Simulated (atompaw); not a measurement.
lutetium: PAW (atompaw) pseudisation with PBE, scalar-relativistic reference atom.

- Element: lutetium
- Generator: atompaw 4.2.0.5
- Type: PAW
- Functional: PBE
- Relativity: scalar-relativistic
- Frozen core: [Xe] 4f14
- Valence charge: 3
- Reference configuration: 5d1 6s2 6p0
- Partial waves: 6s (bound): rc 3.00 bohr; 6s channel at 4.25 Ry: rc 3.00 bohr; 6p (bound, empty): rc 3.00 bohr; 6p channel at 3.2 Ry: rc 3.00 bohr; 5d (bound): rc 3.00 bohr; 5d channel at 2.9 Ry: rc 2.00 bohr
- Local potential: bessel scheme, radius 2.45 bohr
- Core correction: smooth core density matched at 2.30 bohr
- Augmentation charge: sinc compensation charge, radius 2.40 bohr; PAW radius 3.00 bohr; waves and projectors: custom rrkj gramschmidtortho

Results:

```json
{
 "Cutoffs needed": "8 Ry and 10 Ry (the cutoffs (Ry, on a coarse ladder) from which the occupation-weighted sum of valence levels, in a spherical-Bessel basis at the reference potential, stays within 10 and 1 mRy of its value at 400 Ry)",
 "Ghost test": "no extra level below or beside the all-electron valence levels (s, p, d, f tested) (spherical-Bessel basis up to 400 Ry, 20 bohr box)",
 "Lowest eigenvalue of the overlap operator": "0.65 (d channel)",
 "Overlap eigenvalues printed by atompaw (projector basis)": "0.0654, 1.08, 1.9, 5.15, 29.7, 254",
 "Share of each valence orbital outside the PAW sphere": "6s 65 %, 6p 91 %, 5d 38 %"
}
```

Generation and tests took about 19 s on one core of a shared server CPU.
